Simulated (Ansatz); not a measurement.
The same path of C$_{3}$H$_{11}$ClSi$_{2}$ (17 atoms, charge 0, multiplicity 1) was run 3 times with different band settings. The coordinate that changes most is the dihedral Si3–C2–Si4–Cl6.

Theory: RKS PBE0/STO-3G in Ansatz.

Relaxed end points:

```xyz
17
Properties=species:S:1:pos:R:3
C 0.396 -0.389 1.596
C 0.700 -0.006 0.121
Si 1.879 -1.250 -0.657
Si -0.914 0.198 -0.815
C -1.999 1.548 -0.119
Cl -0.488 0.700 -2.817
H 1.324 -0.471 2.178
H -0.122 -1.356 1.662
H -0.235 0.363 2.090
H 1.203 0.970 0.129
H 2.298 -0.808 -1.965
H 1.224 -2.531 -0.773
H 3.038 -1.395 0.191
H -1.637 -1.054 -0.867
H -2.898 1.679 -0.730
H -2.317 1.295 0.898
H -1.472 2.506 -0.082
```

```xyz
17
Properties=species:S:1:pos:R:3
C 0.091 -1.232 1.727
C 0.322 -0.088 0.704
Si 1.849 -0.427 -0.343
Si -1.242 0.243 -0.280
C -1.111 1.727 -1.403
Cl -1.655 -1.443 -1.475
H 0.982 -1.394 2.348
H -0.138 -2.178 1.216
H -0.747 -1.006 2.401
H 0.514 0.834 1.272
H 2.055 0.649 -1.283
H 1.698 -1.665 -1.067
H 3.003 -0.520 0.518
H -2.380 0.379 0.604
H -2.038 1.874 -1.964
H -0.927 2.630 -0.813
H -0.294 1.619 -2.122
```

Common settings: spring 5.0 eV/Å²; optimiser quadratic models (default); start path IDPP; end points relaxed.

| run | movable images | climbing image | force threshold | iteration limit |
| --- | --- | --- | --- | --- |
| 1 | 7 | yes | 0.03 eV/Å | 27 |
| 2 | 7 | yes | 0.2 eV/Å | 24 |
| 3 | 4 | no | 0.03 eV/Å | 44 |

Question: What does each run give, and how far can it be trusted?

Answer: Run 1: converged after 6 iterations, highest image 0.049 eV above the first end. A vibrational analysis at the climbing image gives no mode beyond 40i cm⁻¹: the surface is too flat there to confirm a saddle point.
Run 2: converged after 3 iterations, highest image 0.051 eV above the first end. The threshold of 0.2 eV/Å is loose, so the images may lie well off the minimum-energy path. Another band between the same ends (7 images) ends at a top of the same energy, where a vibrational analysis finds no clearly imaginary modes.
Run 3: converged after 6 iterations, highest image 0.045 eV above the first end. No image climbed, so the highest image needn't sit at the top of the path.
Limits of this set-up: minimal basis.
